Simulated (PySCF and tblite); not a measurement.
Results of a calculation; reference values are marked as such.
System: C₆H₈O₂, numbered as in [CH2:1]=[CH:2][O:3]/[CH:4]=[C:5](\[CH3:6])[CH:7]=[O:8].

Geometries: GFN2-xTB; energies: PBE0/pcSseg-1 + D3(BJ); zero-point and thermal terms from GFN2-xTB harmonic modes (soft modes blended into free rotors). Rates follow Eyring's equation with the number of equivalent paths and no tunnelling. (PySCF 2.14 with density fitting, tblite 0.8.)

Task: How high is the barrier to the rotation about the C4–O3 bond (torsion C5–C4–O3–C2 from -180° to -23°, rising), through which structure does it pass, and what rate follows at 298 K?

Result: The electronic barrier is 6.5 kcal/mol and ΔG‡(298 K) 6.3 kcal/mol, over a C1 saddle with an imaginary mode of 161i cm⁻¹ (GFN2-xTB). With 2 equivalent paths, k is 2.9×10⁸ s⁻¹, a mean lifetime of the start of 3.4 ns against this motion. The end lies 4.9 kcal/mol above the start in free energy.
